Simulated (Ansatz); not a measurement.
Steps of a relaxation of C2H8OSi2 (`O/C=C/[SiH2][SiH3]`) with RKS PBE0-D4/def2-TZVP.

```sh
$ ansatz run in.yaml --threads 4 --pin off --events-out ev --progress --plain --max-ram 10444MiB
```

```yaml
crystal:
  periodic: [false, false, false]
  atoms:
    - {symbol: O, position_ang: [-3.210922, 0.234176, 0.256323]}
    - {symbol: C, position_ang: [-1.926219, 0.041362, 0.653179]}
    - {symbol: C, position_ang: [-0.983543, -0.504919, -0.149215]}
    - {symbol: Si, position_ang: [0.787051, -0.724494, 0.383035]}
    - {symbol: Si, position_ang: [2.235390, 0.569146, -0.956256]}
    - {symbol: H, position_ang: [-3.710986, 0.632211, 0.990549]}
    - {symbol: H, position_ang: [-1.688040, 0.364692, 1.685629]}
    - {symbol: H, position_ang: [-1.298724, -0.795309, -1.167292]}
    - {symbol: H, position_ang: [0.920651, -0.282456, 1.820893]}
    - {symbol: H, position_ang: [1.230922, -2.164906, 0.294653]}
    - {symbol: H, position_ang: [2.040830, 0.231795, -2.412737]}
    - {symbol: H, position_ang: [1.941562, 2.036531, -0.776486]}
    - {symbol: H, position_ang: [3.682328, 0.327470, -0.607576]}
basis:
  gaussian: {orbitals: def2-TZVP}
hamiltonian: {xc: pbe0, dispersion: d4}
relax: {f_tol: 0.005, max_steps: 150}
```

Positions (Å) and forces (eV/Å) along the path, 6 of 6 steps:

```xyz
13
step=1 energy=-19996.7008 eV
O    -3.211    0.234    0.256    0.053    0.218    0.638
C    -1.926    0.041    0.653    0.752   -0.258   -0.210
C    -0.984   -0.505   -0.149   -0.723    0.272    0.247
Si    0.787   -0.724    0.383   -0.096   -0.019    0.111
Si    2.235    0.569   -0.956    0.080    0.105   -0.103
H    -3.711    0.632    0.991    0.305   -0.273   -0.528
H    -1.688    0.365    1.686   -0.150   -0.186   -0.577
H    -1.299   -0.795   -1.167    0.150    0.140    0.508
H     0.921   -0.282    1.821   -0.044   -0.097   -0.298
H     1.231   -2.165    0.295   -0.127    0.296    0.014
H     2.041    0.232   -2.413    0.045    0.064    0.301
H     1.942    2.037   -0.776    0.066   -0.308   -0.035
H     3.682    0.327   -0.608   -0.309    0.046   -0.068
13
step=2 energy=-19996.7488 eV
O    -3.184    0.233    0.256    0.023    0.077    0.226
C    -1.903    0.040    0.648    0.205   -0.093   -0.035
C    -0.978   -0.504   -0.149   -0.148    0.061    0.024
Si    0.782   -0.714    0.382   -0.121   -0.044    0.025
Si    2.219    0.570   -0.952    0.062    0.039   -0.036
H    -3.680    0.627    0.982    0.051   -0.074   -0.160
H    -1.666    0.353    1.669   -0.062   -0.024   -0.161
H    -1.295   -0.795   -1.154    0.057    0.045    0.141
H     0.905   -0.281    1.808   -0.007   -0.015   -0.073
H     1.207   -2.146    0.295   -0.007    0.073    0.001
H     2.030    0.232   -2.395    0.004    0.014    0.074
H     1.932    2.024   -0.774    0.012   -0.073   -0.010
H     3.650    0.325   -0.601   -0.070    0.014   -0.017
13
step=3 energy=-19996.7519 eV
O    -3.182    0.226    0.264    0.031   -0.008    0.030
C    -1.899    0.035    0.649    0.015    0.063   -0.020
C    -0.981   -0.503   -0.151    0.033   -0.019   -0.028
Si    0.775   -0.713    0.376   -0.005    0.011    0.003
Si    2.222    0.568   -0.947   -0.017    0.005   -0.008
H    -3.678    0.620    0.985   -0.030    0.005   -0.001
H    -1.658    0.366    1.658   -0.021   -0.027    0.023
H    -1.297   -0.790   -1.151   -0.004   -0.021   -0.006
H     0.898   -0.277    1.797   -0.005   -0.006    0.012
H     1.207   -2.138    0.288   -0.006   -0.008    0.005
H     2.031    0.228   -2.384    0.008    0.002   -0.014
H     1.934    2.017   -0.771    0.002    0.011   -0.003
H     3.649    0.326   -0.598    0.000   -0.007    0.007
13
step=4 energy=-19996.7525 eV
O    -3.180    0.229    0.267   -0.024    0.006    0.001
C    -1.898    0.037    0.649    0.020   -0.002   -0.004
C    -0.980   -0.498   -0.154   -0.005    0.009    0.018
Si    0.774   -0.711    0.376   -0.004    0.004   -0.008
Si    2.222    0.568   -0.951   -0.004   -0.004    0.006
H    -3.680    0.616    0.989    0.004   -0.005   -0.009
H    -1.661    0.352    1.664    0.008   -0.002    0.006
H    -1.297   -0.785   -1.154   -0.003   -0.005   -0.011
H     0.894   -0.275    1.798   -0.001    0.002    0.004
H     1.201   -2.137    0.292    0.006   -0.003   -0.002
H     2.041    0.224   -2.389    0.002   -0.001   -0.003
H     1.936    2.019   -0.782   -0.001    0.001   -0.001
H     3.647    0.326   -0.592    0.000   -0.001    0.002
13
step=5 energy=-19996.7526 eV
O    -3.180    0.229    0.270    0.000    0.002    0.004
C    -1.897    0.037    0.650   -0.001    0.000   -0.002
C    -0.982   -0.498   -0.155    0.006   -0.002   -0.002
Si    0.773   -0.711    0.374   -0.003    0.002    0.001
Si    2.223    0.568   -0.951    0.000    0.000    0.000
H    -3.681    0.616    0.992    0.010   -0.003    0.001
H    -1.656    0.351    1.665   -0.011    0.003    0.000
H    -1.299   -0.785   -1.155   -0.003    0.000    0.000
H     0.892   -0.275    1.796    0.001   -0.001   -0.001
H     1.201   -2.137    0.290    0.002   -0.001   -0.001
H     2.048    0.221   -2.389    0.001   -0.001    0.000
H     1.933    2.019   -0.786    0.000    0.000    0.000
H     3.647    0.329   -0.586   -0.001   -0.001    0.002
13
step=6 energy=-19996.7526 eV
O    -3.181    0.229    0.271   -0.004    0.001   -0.002
C    -1.898    0.038    0.650    0.002   -0.002    0.000
C    -0.982   -0.498   -0.155    0.002   -0.002    0.002
Si    0.773   -0.710    0.374    0.000    0.003   -0.005
Si    2.222    0.568   -0.951    0.000    0.000    0.003
H    -3.681    0.615    0.993    0.004   -0.001    0.002
H    -1.657    0.351    1.665   -0.003    0.002    0.000
H    -1.300   -0.785   -1.155   -0.001    0.000    0.000
H     0.893   -0.275    1.795    0.000   -0.001    0.000
H     1.203   -2.135    0.288   -0.002   -0.001    0.001
H     2.050    0.221   -2.389    0.001    0.000    0.000
H     1.934    2.019   -0.787    0.001    0.000   -0.001
H     3.646    0.327   -0.583    0.001    0.001    0.000
```

It took 20 s on 4 threads of an Intel Xeon Platinum 8488C on a shared host, with 0.61 GiB of host memory at the peak.
